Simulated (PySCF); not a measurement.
Correlation energy of Be (beryllium, neutral)

[He] 2s2, closed-shell 1S. Computed with PySCF 2.14 in aug-cc-pVDZ-DK (4s3p2d, 23 functions), with the spin-free X2C one-electron Hamiltonian (Gaussian nucleus). Frozen: 1s2; 2 electrons correlated.

Total MP2 correlation energy: -25.77 mhartree.

Same-spin part 0.00 and opposite-spin part -25.77 mhartree; SCS-MP2 scales them by 1/3 and 6/5 to -30.93 mhartree.

With two correlated electrons CCSD is exact within the correlated space (frozen core and kept virtual orbitals).

```csv
level,correlation energy (mhartree)
CCSD,-44.50
```

Diagnostics: T1 = 0.019, D1 = 0.0275, largest double amplitude 0.132.

**Question.** Is a single reference adequate?

**Answer.** Mostly. T1 lies below 0.03, but a double amplitude of this size points to a near-degeneracy that CCSD handles and MP2 describes poorly.
